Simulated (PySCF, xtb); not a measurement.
H4O4Si, SMILES [Si](O)(O)(O)O. The values are those of a single conformer.

Harmonic wavenumbers (cm⁻¹) from xtb 6.7.1 with GFN2-xTB at its own minimum, in rising order: 203, 210, 244, 246, 308, 312, 312, 312, 350, 776, 848, 849, 852, 854, 923, 971, 971, 3700, 3700, 3701, 3703.

**Question.** What does PBE-D3(BJ)/def2-SVP (PySCF) give at its own minimum? (Estimate from the structure and the level; the computed values follow.)

**Answer.** 191, 192, 267, 269, 269, 344, 350, 350, 387, 732, 811, 817, 818, 818, 908, 981, 981, 3767, 3767, 3768, 3769. Paired by order, the mean absolute difference is 36 cm⁻¹ and the zero-point energies are 34.8 and 35.1 kcal/mol.
